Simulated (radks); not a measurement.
Ionisation of neutral chlorine, [Ne] 3s2 3p5, to [Ne] 3s2 3p4 as the strength of local exchange is varied. Method: Dirac Kohn-Sham, Slater X-alpha exchange (alpha = 2/3 is LDA exchange), no correlation, spin-unpolarised, spherical densities, point nucleus; open shells fill j = l - 1/2 first; computed with a radial shooting solver on a logarithmic mesh with Libxc functionals.

alpha = 0.639: E(Cl) (hartree) -457.74353; exchange (hartree) -24.25766; IE (eV) 12.251; -e of the level emptied (eV) 7.104 (3p3/2); <r> of it (bohr) 1.885
alpha = 0.664: E(Cl) (hartree) -458.69343; exchange (hartree) -25.25211; IE (eV) 12.565; -e of the level emptied (eV) 7.380 (3p3/2); <r> of it (bohr) 1.872
alpha = 0.667: E(Cl) (hartree) -458.80753; exchange (hartree) -25.37167; IE (eV) 12.603; -e of the level emptied (eV) 7.413 (3p3/2); <r> of it (bohr) 1.871
alpha = 0.735: E(Cl) (hartree) -461.40047; exchange (hartree) -28.09481; IE (eV) 13.476; -e of the level emptied (eV) 8.185 (3p3/2); <r> of it (bohr) 1.838
alpha = 0.869: E(Cl) (hartree) -466.54700; exchange (hartree) -33.53422; IE (eV) 15.272; -e of the level emptied (eV) 9.791 (3p3/2); <r> of it (bohr) 1.778
alpha = 0.889: E(Cl) (hartree) -467.31933; exchange (hartree) -34.35439; IE (eV) 15.548; -e of the level emptied (eV) 10.040 (3p3/2); <r> of it (bohr) 1.770

NIST Atomic Spectra Database: 12.968 eV (measured). The Delta-SCF value meets it near alpha = 0.70. Spin polarisation and multiplet splitting are left out, so open shells lie too high by an amount that depends on their filling.

Beside tabulated values, note that spin-unpolarised runs miss the spin-polarisation part of the exchange energy of open shells.
